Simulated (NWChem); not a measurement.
# 1,3-disilacyclobutane (C2H8Si2); SMILES C1[SiH2]C[SiH2]1

```xyz
12

C      1.3707     0.0000     0.0966
Si     0.0000     1.3277    -0.0450
C     -1.3707     0.0000     0.0966
Si     0.0000    -1.3277    -0.0450
H      1.8722     0.0000     1.0709
H      2.1391     0.0000    -0.6815
H      0.0000     2.3642     1.0275
H      0.0000     2.0177    -1.3661
H     -1.8722     0.0000     1.0709
H     -2.1391     0.0000    -0.6815
H      0.0000    -2.3642     1.0275
H      0.0000    -2.0177    -1.3661
```
Atoms are numbered in this order, from 1.

Program: NWChem. Medium grid unless said otherwise, to which SCAN and Minnesota functionals are sensitive. All runs use the structure optimised with B3LYP/6-31G* (spherical d).

For level r2SCAN/def2-TZVP:

| Quantity | Value |
|---|---|
| highest occupied level (eV) | -6.76 |
| orbital gap (eV) | 6.28 |

Question: Estimate the same quantities for level LDA (Slater exchange, VWN5)/def2-TZVP.

Answer: 
* **highest occupied level (eV)**: -6.62
* **orbital gap (eV)**: 5.55
